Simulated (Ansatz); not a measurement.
```xyz
9

C     0.0000   -0.4146   -0.3535
C     0.0000   -0.4345    1.1567
O     0.0000    0.9232   -0.7809
H    -0.8892   -0.9616   -0.7300
H     0.8892   -0.9616   -0.7300
H     0.0000   -1.4668    1.5374
H     0.8896    0.0825    1.5468
H    -0.8896    0.0825    1.5468
H     0.0000    0.9341   -1.7424
```

Basis set: 6-31G* (spherical functions). Frozen core: 3 orbitals. Charge 0, multiplicity 1.

Computed with Ansatz (development build ahead of 0.2.0); each method stands on the lowest determinant of its kind that the runs found. Restricted open shells among the atoms or ions are ROHF, correlated in semicanonical orbitals with singles.

(1) Give the atomization energy at this shape (free ground-state atoms in the same class of orbitals less the molecule, no zero-point energy) of singlet C2H6O by RHF-MP2, RHF.

## Answers

(1)

```json
{"method": "RHF-MP2", "atomization energy": "32.13 eV"}
{"method": "RHF", "atomization energy": "25.89 eV"}
```
